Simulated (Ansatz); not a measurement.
Reaction (SMILES): C[Si](C)(C)Br -> C[Si](C)C + Br atom (the Br-Si bond at the site shown breaks; other sites are not compared here)
Structures are relaxed separately at B3LYP-D3(BJ)/def2-TZVP in Ansatz (a quantum-chemistry and plane-wave program).

Quantity: bond dissociation energy (electronic energy difference), in kcal/mol. Valence correlation only, unless marked. UHF or UKS for open shells. No spin-orbit coupling. Frozen are the shells of the preceding noble gas and the d and f shells that filled before the atom's block. Non-relativistic. Basis-set limits of correlation are two-point, X^-3; Hartree-Fock from the larger set.

CCSD(T)/CBS(def2-TZVPPD,def2-QZVPPD) (Ansatz) gives 106.1 kcal/mol.

### Question
Another calculation gave 104.9 kcal/mol. Which level was it?
A. BLYP/def2-TZVPD (Ansatz)
B. SVWN5/def2-TZVPD (Ansatz)
C. B97M-V/def2-TZVPD (Ansatz)
D. r2SCAN0/def2-TZVPD (Ansatz)

### Answer
C, B97M-V/def2-TZVPD (Ansatz). The others give 116.9 (SVWN5), 95.3 (BLYP), 102.2 (r2SCAN0) kcal/mol.
